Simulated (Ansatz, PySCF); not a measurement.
SSn, SMILES [S]=[Sn] (connectivity only; charge and spin as stated), neutral, multiplicity 1.

Geometry: PBE-D3(BJ)/def2-TZVP. The def2 effective core potentials stand for the cores of Sn; spin–orbit coupling is left out.

Vertical ionisation energy (IE) and electron affinity (EA) in eV. Rows of orbital energies are one-electron estimates. Where ΔSCF, EOM or ADC give a negative EA the extra electron is unbound and the value depends on the basis.

```json
[
 {"level": "−ε(HOMO), −ε(LUMO), ωB97X/def2-TZVPD (PySCF)", "IE": "9.45", "EA": "0.83"},
 {"level": "−ε(HOMO), −ε(LUMO), HF/def2-TZVPD (PySCF)", "IE": "9.47", "EA": "0.06"},
 {"level": "−ε(HOMO), −ε(LUMO), PBE/def2-TZVPD (PySCF)", "IE": "?", "EA": "?"},
 {"level": "ΔSCF, CAM-B3LYP/def2-TZVPD (Ansatz), final states of multiplicity 2 and 2", "IE": "9.23", "EA": "0.87"},
 {"level": "ΔSCF, PBE/def2-TZVPD (Ansatz), final states of multiplicity 2 and 2", "IE": "9.39", "EA": "0.72"}
]
```

Task: Some entries are withheld; supply them. (Estimate from the structure and the level; the computed values follow.)

Result: 
- −ε(HOMO), −ε(LUMO), PBE/def2-TZVPD (PySCF), IE: 6.32
- −ε(HOMO), −ε(LUMO), PBE/def2-TZVPD (PySCF), EA: 3.23

Task: What vertical singlet–triplet gap does ΔSCF give with CAM-B3LYP/def2-TZVPD (Ansatz, an electronic-structure program) and with PBE/def2-TZVPD (Ansatz)? (The exact figures need the calculation; the answer reports its results.)

Result: 2.47 and 2.78 eV (triplet above singlet where positive).
